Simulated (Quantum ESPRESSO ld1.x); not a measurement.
Q: Hg II, configuration [Xe] 4f14 5d9 6s1 7s1 (not the ground configuration). Method: scalar-relativistic Kohn-Sham, LDA (Slater exchange, VWN5 correlation), spin-polarised, spherical densities, point nucleus; open shells are filled with parallel spins first; computed with ld1.x of Quantum ESPRESSO 7.5. Some entries of the table are withheld. Estimate them.

| orbital | occ. | eigenvalue (hartree) | r(max) (bohr) | <1/r> (bohr^-1) |
|---|---|---|---|---|
| 1s up | 1 | -3055.33 | 0.01023 | 97.59 |
| 1s down | 1 | -3055.33 | 0.01023 | 97.59 |
| 2s up | 1 | -542.094 | 0.05917 | 22.89 |
| 2s down | 1 | -542.091 | 0.05917 | 22.89 |
| 2p up | 3 | -467.668 | 0.04907 | 20.28 |
| 2p down | 3 | -467.665 | 0.04907 | 20.28 |
| 3s up | 1 | -129.131 | 0.1668 | 8.482 |
| 3s down | 1 | -129.129 | 0.1668 | 8.482 |
| 3p up | 3 | -107.635 | 0.1665 | 7.717 |
| 3p down | 3 | -107.633 | 0.1665 | 7.717 |
| 3d up | 5 | -84.9995 | 0.1355 | 7.258 |
| 3d down | 5 | -84.9966 | 0.1355 | 7.258 |
| 4s up | 1 | -28.8821 | 0.3758 | 3.644 |
| 4s down | 1 | -28.8780 | 0.3758 | 3.644 |
| 4p up | 3 | -21.8335 | 0.3959 | 3.284 |
| 4p down | 3 | -21.8292 | 0.3959 | 3.284 |
| 4d up | 5 | -13.4747 | 0.4028 | 2.947 |
| 4d down | 5 | -13.4697 | 0.4028 | 2.947 |
| 5s up | 1 | -5.01873 | 0.8263 | 1.511 |
| 5s down | 1 | -4.99746 | 0.8258 | 1.513 |
| 4f up | 7 | -4.20085 | 0.3659 | 2.534 |
| 4f down | 7 | -4.19451 | 0.3659 | 2.535 |
| 5p up | 3 | -3.11046 | 0.9262 | 1.287 |
| 5p down | 3 | -3.08446 | 0.9254 | 1.289 |
| 5d up | 5 | -0.99279 | 1.152 | 0.9241 |
| 5d down | 4 | -0.95709 | 1.148 | 0.9291 |
| 6s up | 1 | -0.75814 | 2.051 | (1) |
| 6s down | 0 | -0.71380 | 2.051 | (2) |
| 6p up | 0 | -0.43444 | 2.591 | 0.4128 |
| 6p down | 0 | -0.39490 | 2.613 | 0.4068 |
| 7s up | 1 | -0.22048 | 5.313 | 0.2197 |
| 7s down | 0 | -0.19553 | 5.435 | 0.2119 |
| 6d up | 0 | -0.16843 | 4.804 | 0.2262 |
| 6d down | 0 | -0.14308 | 4.981 | 0.2133 |

A: 
(1) 6s up <1/r> (bohr^-1): 0.5449
(2) 6s down <1/r> (bohr^-1): 0.5430
